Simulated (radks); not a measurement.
Sr2+, 36 electrons, occupied as [Kr] (the NIST ground configuration).

All-electron calculation, Dirac Kohn-Sham, PBE, spin-unpolarised, spherical densities, point nucleus. Program: a radial shooting solver on a logarithmic mesh with Libxc functionals.

Energy parts (eV):
total: -86509.810
kinetic: 89114.281
electron-nucleus: -208260.315
Hartree: 35487.321
exchange-correlation: -2851.096

Orbitals (lengths in bohr, moments of r in powers of bohr; r(max) is where P^2 peaks; r(90%) holds 90 % of the orbital's charge):
| orbital | occ. | eigenvalue (eV) | r(max) | r(90%) | <r^4> |
|---|---|---|---|---|---|
| 1s1/2 | 2 | -15945.11 | 0.02553 | 0.0701 | 0.00001103 |
| 2s1/2 | 2 | -2170.897 | 0.1452 | 0.267 | 0.002120 |
| 2p1/2 | 2 | -1976.853 | 0.1137 | 0.241 | 0.001435 |
| 2p3/2 | 4 | -1908.445 | 0.1171 | 0.247 | 0.001574 |
| 3s1/2 | 2 | -347.6703 | 0.4360 | 0.730 | 0.1212 |
| 3p1/2 | 2 | -277.2090 | 0.4249 | 0.747 | 0.1325 |
| 3p3/2 | 4 | -266.7203 | 0.4338 | 0.762 | 0.1437 |
| 3d3/2 | 4 | -143.0898 | 0.3751 | 0.804 | 0.1841 |
| 3d5/2 | 6 | -141.2591 | 0.3778 | 0.810 | 0.1893 |
| 4s1/2 | 2 | -54.7060 | 1.191 | 1.98 | 6.622 |
| 4p1/2 | 2 | -37.3109 | 1.307 | 2.28 | 11.57 |
| 4p3/2 | 4 | -36.1284 | 1.333 | 2.33 | 12.54 |

The highest occupied level is 4p3/2 at -36.128 eV. Summed over all electrons, <r^2> = 26.23 bohr^2, which gives a Langevin (diamagnetic) susceptibility term of -20.8 x 10^-6 cm^3/mol. For comparison, the ionisation energy in NIST's Atomic Spectra Database is 42.884 eV (measured). In exact Kohn-Sham theory the highest level is minus the ionisation energy, but local and semilocal functionals leave it too shallow, through self-interaction and a potential that decays too fast; potentials with the right tail come closer.
